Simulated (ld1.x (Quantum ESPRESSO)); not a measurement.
## Varying the TM semilocal potential for Nd

Base potential:

```json
{"Element": "neodymium (Nd)", "Generator": "ld1.x (Quantum ESPRESSO) 7.5", "Type": "norm-conserving Troullier–Martins (semilocal form)", "Functional": "revPBE", "Relativity": "scalar-relativistic", "Frozen core": "[Kr] 4d10 5s2", "Valence charge": "12", "Reference configuration": "4f4 5p6 5d0 6s2 6p0", "Partial waves": "5p (bound): rc 2.05 bohr; 5d (bound, empty): rc 3.65 bohr; 4f (bound): rc 0.75 bohr; 6s (bound): rc 2.80 bohr", "Local potential": "the s channel", "Core correction": "Bessel-smoothed model core inside 0.40 bohr"}
```

All-electron outer shells of the reference configuration (revPBE, scalar-relativistic, ld1.x):

```tsv
shell	level (eV)	outermost node (bohr)	outermost maximum (bohr)
4d	-116.68	0.29	0.62
5s	-40.46	0.72	1.32
5p	-22.09	0.77	1.50
6s	-3.46	1.77	3.83
5d	-1.87	0.88	2.21
4f	-1.73	–	0.67
6p	-1.23	2.14	5.04
```

Cutoffs, loose and tight: the cutoffs (Ry, on a coarse ladder) from which the occupation-weighted sum of valence levels, in a spherical-Bessel basis at the reference potential, stays within 10 and 1 mRy of its value at 400 Ry. They do not see the model core or the augmentation charge, which bear on the density cutoff. Test errors are all-electron minus pseudo excitation energies from the reference, over the configurations 4f4 5p6 5d0 6s1 6p0; 4f4 5p6 5d0 6s0 6p0; 4f3 5p6 5d0 6s0 6p0; 4f4 5p5 5d0 6s2 6p0; 4f3 5p6 5d1 6s1 6p0; 4f3 5p6 5d1 6s2 6p0; 4f4 5p6 5d1 6s0 6p0. A dash means not determined; rows that change the core or the reference have their own tests.

Cutoffs are not given where the Bessel-basis levels miss the radial ones by over 6 mRy, ghosts where they miss by over 20 mRy; a channel whose overlap is not positive is not tested.

A semilocal file is local in each channel, so a ghost entry of none says nothing of the separable form that plane-wave codes build from it.

```csv
change,outcome,bound ghosts,largest test error (meV)
base,generated,none,-168
wave 5p (bound): rc 2.05 bohr becomes 5p (bound): rc 1.36 bohr,generated,none,-181
wave 5p (bound): rc 2.05 bohr becomes 5p (bound): rc 1.50 bohr,generated,none,-208
wave 5p (bound): rc 2.05 bohr becomes 5p (bound): rc 1.72 bohr,generated,none,-208
wave 5p (bound): rc 2.05 bohr becomes 5p (bound): rc 2.02 bohr,generated,none,-168
wave 5p (bound): rc 2.05 bohr becomes 5p (bound): rc 2.88 bohr,generated,none,+84
wave 5p (bound): rc 2.05 bohr becomes 5p (bound): rc 3.10 bohr,generated,none,+82
```

Q: What comes out with this change to the base: wave 5p (bound): rc 2.05 bohr becomes 5p (bound): rc 2.22 bohr?

A: outcome: generated; bound ghosts: none; largest test error (meV): -137.

Q: What comes out with this change to the base: wave 5p (bound): rc 2.05 bohr becomes 5p (bound): rc 2.46 bohr?

A: outcome: generated; bound ghosts: none; largest test error (meV): -105.

Q: What comes out with this change to the base: wave 5p (bound): rc 2.05 bohr becomes 5p (bound): rc 2.58 bohr?

A: outcome: generated; bound ghosts: none; largest test error (meV): -92.

Reading the sweep of the p radius (base included, trends over the rows without a ghost): The median size of the test errors (rows with all tests solved) is not monotonic: lowest 15.0 meV at 2.58 bohr, highest 87.3 meV at 2.22 bohr.
